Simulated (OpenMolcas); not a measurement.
# Tc4+: moving the ligands

Tc4+ with its 6 nearest chloride ions at 2.419 Å, on the Zr site of Cs2ZrCl6 (a = 10.407 Å, distance in the model lattice 2.446 Å). The rest of the host is ab initio model potentials to 7.6 Å and point charges beyond; the distance is set by hand and nothing relaxes. Ligand basis ANO-RCC-VDZP.

- Program: OpenMolcas 26.06
- Method: SS-CASPT2, IPEA 0.25 Eh, imaginary shift 0.1 Eh (closed shells correlated: 4s 4p and the ligand valence shells)
- Basis: ANO-RCC-VTZP [7s6p4d2f1g]
- Scalar Hamiltonian: DKH2, point nucleus
- Active space: 3 electrons in 5 orbitals (4d)
- State averaging: 2S+1 = 4 even, 10 roots; 2S+1 = 2 even, 40 roots
- Spin-orbit coupling: RASSI with atomic mean-field integrals over the reference wave functions

Runs around this geometry, states (labels of O, the rotations of Oh). Energies in cm-1 above the lowest state or level, χT in cm3 K/mol.

```json
{"R (Å)": "2.405", "Ground state": "4A2", "First state of that spin": "4T2 28770", "First gap with spin-orbit (degeneracies)": "8440 (4, 4)", "χT at 300 K": "1.792", "First state of another spin": "2E 8520"}
{"R (Å)": "2.419", "Ground state": "4A2", "First state of that spin": "4T2 28380", "First gap with spin-orbit (degeneracies)": "8520 (4, 4)", "χT at 300 K": "1.790", "First state of another spin": "2E 8560"}
{"R (Å)": "2.446", "Ground state": "4A2", "First state of that spin": "4T2 27740", "First gap with spin-orbit (degeneracies)": "8500 (4, 4)", "χT at 300 K": "1.787", "First state of another spin": "2T1 8590"}
```

Taking the first state of the same spin as R^-n, n = -ln(27740 / 28770) / ln(2.446 / 2.405) = 2.2 between the shortest and longest distance.

Roots that are degenerate in the reference are averaged as groups; the widest CASPT2 spread within a group is 1200 cm-1 (the 3-fold group of multiplicity 2 near 63000 cm-1 above the lowest state of its run, R = 2.405). Shifts and gaps below about the spread of the groups concerned are not significant. Over all roots computed the reference weight is 0.63 to 0.64 in R = 2.405, 0.62 to 0.64 in R = 2.419, 0.62 to 0.64 in R = 2.446; a low but even weight reflects the number of correlated electrons. Ligand-to-metal charge-transfer states are missing. These CASPT2 states fit no ligand-field parameters well, so their order and spin gaps are uncertain. With no ligand orbital active B as a rule stays too high, so bands that hang on it stand too high and its fall with covalency is understated. With one d shell and no ligand orbital active, 10Dq can be off by a tenth or more. The least metal-like active orbital is 68 % on the metal (Löwdin) and no ligand orbital is active, so the numbers are rough (holds for R = 2.405; R = 2.419). The least metal-like active orbital is 69 % on the metal (Löwdin) and no ligand orbital is active, so the numbers are rough (holds for R = 2.446). No measured value stands beside these numbers; the geometry was set by hand and not optimised.
